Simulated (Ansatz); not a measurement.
System: AlH$_{2}$, net charge 1, singlet state. SMILES: [AlH2+]
Coordinates optimised at B3LYP-D3(BJ)/def2-TZVP (Ansatz, a program for electronic structure):
```xyz
3

Al     0.0000     0.0000     0.0000
H      0.0000     0.0000     1.5491
H      0.0000     0.0000    -1.5491
```
Charge +1, spin multiplicity 1.

Wanted: vertical electron affinity (to the doublet state of charge +0; a negative value means that the extra electron is unbound and the number depends on the basis; each state is the SCF solution reached for its spin), in eV. Valence correlation only, unless marked. UHF or UKS for open shells. Spin-orbit coupling is left out. Non-relativistic. CBS(X,Y): correlation extrapolated as X^-3; Hartree-Fock from the larger set.

| level | program | vertical electron affinity (eV) |
|---|---|---|
| SVWN5/def2-TZVPD | Ansatz | 6.29 |
| PBE/def2-TZVPD | Ansatz | 6.27 |
| PBE0/def2-TZVPD | Ansatz | 6.23 |
| BHLYP/def2-TZVPD | Ansatz | 6.00 |

Task: What does CCSD(T)/CBS(aug-cc-pV(T+d)Z,aug-cc-pV(Q+d)Z) (Ansatz) give?

Result: 6.06 eV, so BHLYP/def2-TZVPD differs from it by -0.06 eV.
